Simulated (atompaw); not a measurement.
# Reading a pseudo-wave (Cd (Z = 48))

Columns: radius, all-electron u(r) and pseudo u(r) of the 4d shell (level -11.90 eV) of cadmium in the configuration [Kr] 4d10 5s2 5p0; LDA (PW92), scalar-relativistic, PAW (atompaw) scheme, atompaw 4.2.0.5.

```json
{"r (bohr)": "0.115", "all-electron": "-0.2982", "pseudo": "0.0003"}
{"r (bohr)": "0.231", "all-electron": "-0.4772", "pseudo": "0.0026"}
{"r (bohr)": "0.346", "all-electron": "-0.2317", "pseudo": "0.0084"}
{"r (bohr)": "0.462", "all-electron": "0.1583", "pseudo": "0.0193"}
{"r (bohr)": "0.577", "all-electron": "0.5019", "pseudo": "0.0361"}
{"r (bohr)": "0.692", "all-electron": "0.7416", "pseudo": "0.0589"}
{"r (bohr)": "0.808", "all-electron": "0.8791", "pseudo": "0.0879"}
{"r (bohr)": "0.923", "all-electron": "0.9349", "pseudo": "0.1216"}
{"r (bohr)": "1.038", "all-electron": "0.9359", "pseudo": "0.1589"}
{"r (bohr)": "1.154", "all-electron": "0.9024", "pseudo": "0.1982"}
{"r (bohr)": "1.269", "all-electron": "0.8499", "pseudo": "0.2369"}
{"r (bohr)": "1.385", "all-electron": "0.7875", "pseudo": "0.2735"}
{"r (bohr)": "1.500", "all-electron": "0.7224", "pseudo": "0.3052"}
{"r (bohr)": "1.615", "all-electron": "0.6578", "pseudo": "0.3309"}
{"r (bohr)": "1.731", "all-electron": "0.5954", "pseudo": "0.3493"}
{"r (bohr)": "1.846", "all-electron": "0.5375", "pseudo": "0.3594"}
{"r (bohr)": "1.962", "all-electron": "0.4835", "pseudo": "0.3612"}
{"r (bohr)": "2.077", "all-electron": "0.4346", "pseudo": "0.3551"}
{"r (bohr)": "2.192", "all-electron": "0.3901", "pseudo": "0.3420"}
{"r (bohr)": "2.308", "all-electron": "0.3496", "pseudo": "0.3231"}
{"r (bohr)": "2.423", "all-electron": "0.3134", "pseudo": "0.3005"}
{"r (bohr)": "2.538", "all-electron": "0.2808", "pseudo": "0.2755"}
{"r (bohr)": "2.654", "all-electron": "0.2513", "pseudo": "0.2497"}
{"r (bohr)": "2.769", "all-electron": "0.2250", "pseudo": "0.2248"}
{"r (bohr)": "2.885", "all-electron": "0.2013", "pseudo": "0.2013"}
{"r (bohr)": "3.000", "all-electron": "0.1803", "pseudo": "0.1803"}
```

(1) How many radial nodes do the two functions have?

(2) Is the pseudo-wave norm-conserving?

## Answers

(1) The all-electron 4d function has n − l − 1 = 1; the pseudo-wave has 0, since the states of the same l below it are removed with the core.

(2) No, it belongs to a PAW set: the norm inside the radius is not constrained, and the difference is carried by the augmentation charge.
